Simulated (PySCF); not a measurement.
C5H3F, SMILES FC(=C=C)C#C.

Coordinates come from a B3LYP-D3(BJ)/def2-SVP optimisation. This is a generated structure with no PubChem entry under its InChIKey; it may be hypothetical.

Two levels are set side by side: PBE/def2-TZVP (PySCF) and r2SCAN/def2-TZVP (PySCF). Same geometry, gas phase. Differences are taken from unrounded values.

```
quantity                       PBE
---------------------------  -----
orbital gap (eV)              3.85
highest occupied level (eV)  -6.01
lowest empty level (eV)      -2.16
dipole moment (D)             1.85
mean polarisability (bohr³)   65.3
```

Problem. These are the PBE values. What does r2SCAN give? (The exact figures need the calculation; the answer reports its results.)

Solution. 
```json
[
 {"quantity": "orbital gap (eV)", "r2SCAN": "4.23", "PBE minus r2SCAN": "-0.37"},
 {"quantity": "highest occupied level (eV)", "r2SCAN": "-6.20", "PBE minus r2SCAN": "0.18"},
 {"quantity": "lowest empty level (eV)", "r2SCAN": "-1.97", "PBE minus r2SCAN": "-0.19"},
 {"quantity": "dipole moment (D)", "r2SCAN": "1.94", "PBE minus r2SCAN": "-0.09"},
 {"quantity": "mean polarisability (bohr³)", "r2SCAN": "64.5", "PBE minus r2SCAN": "0.8"}
]
```

Rough cost on one machine, each run with all the roots and properties that it gave: r2SCAN against PBE about 4 times.
